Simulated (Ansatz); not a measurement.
A run for Ansatz (a program for electronic structure): R-revPBE/def2-TZVPPD on HF (SMILES F). Files ending in .json are basis or fitting sets from the Basis Set Exchange.

Ansatz 0.2 input:
```yaml
crystal:
  periodic: [false, false, false]
  atoms:
    - {symbol: F, position_ang: [0.07895835, 1.03358709, 3.15011595]}
    - {symbol: H, position_ang: [-0.31806731, 0.88955624, 2.29185379]}
basis:
  gaussian:
    orbitals: def2-TZVPPD.json
hamiltonian:
  xc: {name: revPBE}
scf: {lower_state_search: off}
```

It printed:

```
WARN ansatz: RAYON_NUM_THREADS=1 ignored (pool sized by the plan → 1); use --threads N
Functional definition: revPBE
these checks for a lower state are left out or cut short: stability, starts, cluster_reference, orbital_swaps, neighbouring_geometries, increment
integrals: 0.00 GiB planned
256 factors; their error is unknown
mean field: 0.08 GiB planned
mean field evaluation 1: about -2732.0515 eV, gradient 3.4e1 eV
mean field evaluation 2: about -2725.6767 eV, gradient 7.5e1 eV
mean field evaluation 4: about -2733.6656 eV, gradient 4.9e-1 eV
mean field evaluation 8: about -2733.6642 eV, gradient 1.3e-1 eV
mean field -2733.66420939 eV, -100.4603067509 hartree, gradient 1.8e-6 eV, S^2 0.000000; 0 other end points of the search recorded, 0 dependent functions left out
reference -2733.66425632 eV, -100.4603084757 hartree; 5, 5 occupied and 52, 52 virtual orbitals, 256 factors
Total energy: -2733.66425632 eV, -100.4603084757 hartree
Checks for a lower state left out: stability, starts, cluster_reference, orbital_swaps, neighbouring_geometries, increment
```

Self-consistency was reached.

Cost: very roughly 0.15 core-seconds.
